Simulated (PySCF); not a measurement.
Computed IR spectrum (relative IR intensity) of a molecule CH8FNOSi2. The structure is a stationary point at PBE-D3(BJ)/def2-SVP. One conformer was computed; it need not be the lowest. Level of theory: PBE-D3(BJ)/def2-SVP (PySCF). Frequencies are harmonic and unscaled.

ν (cm⁻¹): 204 (vw), 206 (w), 249 (w), 304 (m), 347 (m), 411 (s), 421 (w), 646 (w), 693 (s), 714 (s), 746 (w), 781 (m), 816 (w), 827 (m), 853 (vs), 879 (w), 901 (s), 925 (m), 1207 (w), 1375 (vw), 1490 (w), 2132 (s), 2143 (s), 3473 (w), 3570 (w), 3749 (m) (against the strongest line: vs over 80 %, s over 45 %, m over 15 %, w over 4 %, vw less)

Pick the molecule that these values belong to.
(A) CN[SiH2][Si@H](O)F
(B) C[Si@H](N)[Si@@H](O)F
(C) NC[Si@H](F)[SiH2]O
(D) C[SiH2]O[Si@@H](N)F

B, C[Si@H](N)[Si@@H](O)F
